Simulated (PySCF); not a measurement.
FH₃OSiZn, SMILES [F][Zn][O][SiH3]. Geometry: r2SCAN-D4/def2-SVP. The structure was generated by enumeration; whether it is a known compound was not checked. Other conformers were not sampled.

Give the equilibrium geometry at r2SCAN-D4/def2-SVP (PySCF confirms it by a frequency run) as Cartesian coordinates in Å, and its point group. (An estimate is asked for; the answer gives what the named calculation found.)

One answer among several that fit: point group Cs.
```xyz
7

Zn    -0.0711    -0.8393     0.0000
F      0.2871    -2.5259     0.0000
O     -0.5285     0.8468     0.0000
Si     0.1825     2.3344     0.0000
H      1.0487     2.5358    -1.2074
H     -0.8760     3.3862     0.0000
H      1.0487     2.5358     1.2074
```
